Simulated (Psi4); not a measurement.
Interaction energy of HF ··· H4Ge (SMILES F and [GeH4]), singlet. Monomers: optimised at B3LYP-D3(BJ) (def2-TZVP), held rigid. Orientation: a random orientation, not optimised. R is the distance of the centres of mass, along which the second monomer moves.

Geometry at R = 3.61 Å (first 2 atoms: monomer A):
```
7

F      0.4622     0.0000     0.0000
H     -0.4622     0.0000     0.0000
Ge     3.7623    -0.4940    -1.2655
H      3.3459    -0.0263     0.1369
H      5.1426     0.0850    -1.6094
H      3.8289    -2.0282    -1.2947
H      2.7317    -0.0067    -2.2947
```

Levels: PBE/def2-TZVP, counterpoise-corrected (Psi4); PBE-D3(BJ)/def2-TZVP, counterpoise-corrected (Psi4); M06-2X/def2-TZVP, counterpoise-corrected (Psi4); SAPT0/jun-cc-pVDZ, frozen core (Psi4).

Interaction energies in kJ/mol; the last columns give the difference from SAPT0:

```csv
R / Å,PBE/def2-TZVP,PBE-D3(BJ)/def2-TZVP,M06-2X/def2-TZVP,SAPT0/jun-cc-pVDZ,PBE/def2-TZVP − SAPT0/jun-cc-pVDZ,PBE-D3(BJ)/def2-TZVP − SAPT0/jun-cc-pVDZ,M06-2X/def2-TZVP − SAPT0/jun-cc-pVDZ
2.97,8.55,6.45,3.95,10.66,-2.11,-4.21,-6.71
3.22,1.91,0.12,-0.89,3.12,-1.21,-3.00,-4.01
3.41,-0.15,-1.70,-1.93,0.67,-0.81,-2.37,-2.60
3.61,-1.00,-2.32,-2.15,-0.46,-0.55,-1.86,-1.69
3.80,-1.21,-2.31,-2.07,-0.83,-0.37,-1.48,-1.24
4.03,-1.11,-1.99,-1.84,-0.89,-0.23,-1.10,-0.96
4.28,-0.88,-1.54,-1.52,-0.77,-0.11,-0.77,-0.75
4.64,-0.54,-0.98,-1.02,-0.54,0.01,-0.44,-0.48
5.10,-0.25,-0.51,-0.50,-0.33,0.08,-0.18,-0.18
5.77,-0.08,-0.21,-0.14,-0.16,0.08,-0.04,0.02
6.84,-0.02,-0.07,-0.03,-0.06,0.04,0.00,0.03
8.11,-0.01,-0.03,-0.01,-0.03,0.02,0.00,0.01
```

PBE/def2-TZVP is furthest from SAPT0/jun-cc-pVDZ at 2.97 (-2.11 kJ/mol, below); its mean absolute difference over the points is 0.47 kJ/mol.

PBE-D3(BJ)/def2-TZVP is furthest from SAPT0/jun-cc-pVDZ at 2.97 (-4.21 kJ/mol, below); its mean absolute difference over the points is 1.29 kJ/mol.

M06-2X/def2-TZVP is furthest from SAPT0/jun-cc-pVDZ at 2.97 (-6.71 kJ/mol, below); its mean absolute difference over the points is 1.56 kJ/mol.
